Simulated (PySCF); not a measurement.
Electron correlation in Ge⁻ (germanium, charge -1)

[Ar] 3d10 4s2 4p3, high-spin 4S determinant. All numbers are calculated (PySCF 2.14, a scalar-relativistic core potential, in aug-cc-pwCVDZ-PP with ECP10MDF). Frozen: 3s2 3p6 3d10; 5 electrons correlated.

```csv
level,correlation energy (mhartree)
CCSD,-73.35
(T),-2.11
CCSD(T),-75.46
```

Diagnostics: T1 = 0.0082, D1 = 0.0165, largest double amplitude 0.045.

Question: Is a single reference adequate?

Answer: Yes, within this model without spin-orbit coupling: T1 lies below 0.03 and no double amplitude reaches 0.07.
